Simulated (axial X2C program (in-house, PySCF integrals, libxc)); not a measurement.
**BaS⁺: from the spin-free to the two-component result**

All values were computed with an in-house all-electron X2C program for linear molecules (integrals from PySCF). Spin-free means the one-electron spin-free X2C Hamiltonian; two-component (2c) means X2C with spin–orbit coupling and atomic mean-field two-electron Coulomb and Gaunt terms, so the difference of the two also holds small scalar two-electron terms. Basis: Ba dyall-cv3z [14s14p9d5f1g], S dyall-av3z [9s8p3d2f] (cores contracted in-house); Gaussian nuclei, density fitting, unrestricted open shells. Masses: Ba 137.905 u, S 31.972 u.

Spin-free state: M_S = 1/2, Λ = 1 (beyond evenly filled blocks: π+α, π+β, π-α); fragments Ba+ + S.

```tsv
level	Re (Å)	ωe (cm⁻¹)	De (eV)	μ (D)
PBE0	2.712	309.0	3.238	-7.51
HF	2.791	294.8	1.856	-9.36
MP2	2.739	304.9	2.939	n/a
CCSD	2.752	301.4	2.850	n/a
CCSD(T)	2.750	301.2	2.920	n/a
PW91	2.720	301.3	3.358	-6.96
```

Correlated methods: 15 electrons correlated (number of frozen shells: Ba 4 s, 3 p, 2 d; S 2 s, 1 p), 295 virtual spin orbitals or spinors in MP2, 90 natural virtuals in coupled cluster.

Dipoles are positive if S is the positive end and refer to the centre of mass.

Q: Within this multiplet, which Ω should lie lowest by the rule for regular and inverted multiplets?

A: The open π shell holds three electrons, one hole, so the multiplet is inverted: Ω = Λ + 1/2 = 3/2. The PBE0 2c search agrees, though Ω = 1/2 of the search lies only 0.05 eV higher.

Two-component determinant lowest at the distance of the search:

Ω = 3/2 (⟨Sz⟩ = 0.50, ⟨Lz⟩ = 1.00 at HF); fragments Ba+ + S.

| level | Re (Å) | ωe (cm⁻¹) | De (eV) | μ (D) |
| --- | --- | --- | --- | --- |
| PBE0 | 2.710 | 309.1 | 3.266 | -7.48 |
| HF | 2.789 | 295.0 | 1.876 | -9.34 |
| MP2 | 2.737 | 305.0 | 2.942 | n/a |
| CCSD | 2.751 | 301.6 | 2.862 | n/a |
| CCSD(T) | 2.749 | 301.4 | 2.923 | n/a |
| PW91 | 2.718 | 301.5 | 3.388 | -6.93 |

Q: From the two tables, how do the constants change at the CCSD(T) level (2c against spin-free)?

A: At the CCSD(T) level Re decreases by 0.001 Å and ωe stays the same within 0.2 cm⁻¹; De changes by 0.003 eV.

The state is one determinant whose occupation by symmetry is held fixed; it was picked as the lowest of a PBE0 search that is not exhaustive. Dissociation energies refer to the lowest single-determinant-based atoms at the same level and basis. Density functionals use the spin component along the axis (collinear). CCSD and (T) use frozen natural virtuals with an MP2 correction for the truncation; (T) itself is uncorrected, so its De runs slightly low. In 2c an atomic determinant is not the ground J level, so De misses part of the atomic spin–orbit lowering. This holds for PBE0, PW91. PBE0 can misorder states that lie within some tenths of an eV, so this need not be the ground state of the molecule. The nearest other spin-free determinant of the search, M_S = 1/2, Λ = 0, lies 0.27 eV up at the distance of the search. Without a current term, density functionals place determinants with orbital angular momentum somewhat too high. At some level and bond length an empty orbital lies below a filled one.
